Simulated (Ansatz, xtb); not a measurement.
## Relative energy of two isomers of C3H7B

We compare a, `B/C=C\C`, a singlet, with b, `BC(=C)C`, a singlet. Both are isolated molecules in the gas phase, relaxed with B3LYP-D3(BJ)/def2-SVP; the shapes shown needn't be the lowest conformers.

a (Å):

```xyz
11

C    -0.0979    0.7022   -0.8681
C    -1.1915   -0.0735   -0.6511
C    -1.7186   -0.5748    0.6533
B     0.8517    1.2408    0.2128
H     0.6834    1.0018    1.3845
H     1.7993    1.9242   -0.0954
H     0.0995    0.9493   -1.9189
H    -1.7832   -0.3885   -1.5237
H    -2.7591   -0.2335    0.7971
H    -1.1163   -0.2495    1.5103
H    -1.7614   -1.6785    0.6448
```

b (Å):

```xyz
11

C    -0.6370    0.2968   -0.1293
C    -1.2189    0.1794   -1.3449
C    -1.1218   -0.5098    1.0533
B     0.5459    1.2852    0.0106
H     0.9111    1.9208   -0.9491
H     1.1159    1.4347    1.0661
H    -0.8658    0.7648   -2.1989
H    -2.0610   -0.4997   -1.5309
H    -1.9671   -1.1687    0.7991
H    -0.3095   -1.1348    1.4609
H    -1.4386    0.1530    1.8762
```

Question: Estimate which is lower in electronic energy at CCSD(T)/def2-SVP + ΔMP2/def2-TZVPP, and by roughly how much.

Answer: Too close to call at this level: CCSD(T)/def2-SVP + ΔMP2/def2-TZVPP gives E(b) − E(a) = +1.60 kJ/mol.

How the difference moves with the method:

```
                             level               geometry  E(b) − E(a) (kJ/mol)  departure from the last row (kJ/mol)  job, with rough time for the two
                          GFN2-xTB               GFN2-xTB                   −0.62                                 −2.21              optimisation, 0.17 s
                         HF/STO-3G               GFN2-xTB                   −0.80                                 −2.40              single point, 0.32 s
                r2SCAN-D4/def2-SVP               GFN2-xTB                   +1.28                                 −0.32               single point, 2.7 s
             B3LYP-D3(BJ)/def2-SVP  B3LYP-D3(BJ)/def2-SVP                   +7.01                                 +5.41                optimisation, 46 s
                       HF/def2-SVP  B3LYP-D3(BJ)/def2-SVP                   +4.44                                 +2.85           part of the CCSD(T) run
                      MP2/def2-SVP  B3LYP-D3(BJ)/def2-SVP                   +2.36                                 +0.77           part of the CCSD(T) run
                  CCSD(T)/def2-SVP  B3LYP-D3(BJ)/def2-SVP                   +1.95                                 +0.35                      single point
CCSD(T)/def2-SVP + ΔMP2/def2-TZVPP  B3LYP-D3(BJ)/def2-SVP                   +1.60                                                      single point, 15 s
```

As drawn, both hold the same kinds of bond in the same numbers.

The largest departure from CCSD(T)/def2-SVP + ΔMP2/def2-TZVPP is that of B3LYP-D3(BJ)/def2-SVP, 5.41 kJ/mol. The last row adds to CCSD(T) the change of the MP2 difference between the two basis sets, here −0.35 kJ/mol.

With harmonic frequencies from B3LYP-D3(BJ)/def2-SVP (ideal gas, rigid rotor, one conformer each, 298.15 K, 1 atm): the zero-point term adds −1.27 kJ/mol; ΔH is +0.58 and ΔG +0.01 kJ/mol.

The correlated steps freeze 4 core orbitals. Run with Ansatz 0.2.0, xtb 6.7.1; the last row on 2 threads of Intel(R) Xeon(R) Platinum 8259CL CPU @ 2.50GHz (Skylake/Cascade Lake) on a shared host.
